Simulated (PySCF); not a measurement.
A PySCF script (with the pyscf-properties extension) for the NMR shieldings of `C#C[C@H](B)[SiH2]O`, C3H7BOSi, on a GFN2-xTB geometry:

```python
import basis_set_exchange as bse
import numpy as np
from pyscf import gto, dft
from pyscf.prop import nmr

atoms = """
B    -0.123455    1.739955    0.365243
C     0.187585    0.571227   -0.597220
C     1.385370   -0.181436   -0.327198
C     2.363836   -0.825301   -0.070612
Si   -1.290617   -0.663491   -0.340964
O    -1.277760   -1.255785    1.167199
H    -0.833222    2.600948    0.011381
H     0.312598    1.750813    1.452003
H     0.168178    0.845479   -1.653457
H     3.246754   -1.355282    0.128534
H    -2.595829   -0.027808   -0.439012
H    -1.089619   -1.732086   -1.323054
H    -0.458208   -1.466748    1.609430
"""
names = dict.fromkeys(["B", "C", "Si", "O", "H"], "pcSseg-1")
basis = {el: gto.basis.parse(bse.get_basis(n, elements=[el], fmt="nwchem")) for el, n in names.items()}
mol = gto.M(atom=atoms, basis=basis, charge=0, verbose=0)
mf = dft.RKS(mol, xc="PBE0")
mf.grids.level = 2
mf.grids.alignment = dft.numint.BLKSIZE   # the property module wants whole blocks of grid points
mf.conv_tol = 1e-9
mf.kernel()

calc = nmr.RKS(mf)   # GIAO
C = mf.mo_coeff
Co = C[:, mf.mo_occ > 0]
resp = mf.gen_response(singlet=True, hermi=2)
def vind(x):   # induced exchange potential for any number of trial vectors
    d = np.einsum("pi,xij,qj->xpq", C, 2 * x.reshape(-1, C.shape[1], Co.shape[1]), Co, optimize=True)
    return np.einsum("xpq,pi,qj->xij", resp(d - d.transpose(0, 2, 1)), C, Co, optimize=True).ravel()
mo1, _ = nmr.rhf.solve_mo1(calc, with_cphf=vind)
sigma = calc.kernel(mo1)
for i, s in enumerate(sigma):   # ppm
    w = np.linalg.eigvalsh((s + s.T) / 2)
    print("%2d %-2s iso %8.1f  s11 %8.1f  s22 %8.1f  s33 %8.1f" % (i, mol.atom_pure_symbol(i), w.mean(), *w))
```

Task: What does it print?

Result: 
```
 0 B  iso     16.9  s11    -55.7  s22    -21.9  s33    128.4
 1 C  iso    149.3  s11    115.1  s22    151.1  s33    181.7
 2 C  iso     98.3  s11     -6.8  s22      8.6  s33    293.1
 3 C  iso    110.8  s11     37.8  s22     49.3  s33    245.1
 4 Si iso    378.5  s11    347.1  s22    350.1  s33    438.2
 5 O  iso    313.3  s11    278.6  s22    314.3  s33    346.9
 6 H  iso     24.0  s11     17.3  s22     26.5  s33     28.3
 7 H  iso     24.1  s11     16.2  s22     27.4  s33     28.8
 8 H  iso     28.8  s11     23.4  s22     29.1  s33     33.8
 9 H  iso     29.9  s11     25.0  s22     25.1  s33     39.6
10 H  iso     26.7  s11     23.7  s22     25.0  s33     31.5
11 H  iso     26.5  s11     23.0  s22     24.9  s33     31.5
12 H  iso     29.6  s11     20.8  s22     26.8  s33     41.2
```

These numbers come from an equivalent density-fitted implementation of the same equations, which agrees with the script to about 0.01 ppm for H and up to a few tenths of a ppm for heavy atoms, so last digits may differ.

Size and cost of the density-fitted run: 144 basis functions, 28 s wall time on 1 thread of an Arm Neoverse N1, shared host; peak memory 0.7 GiB.
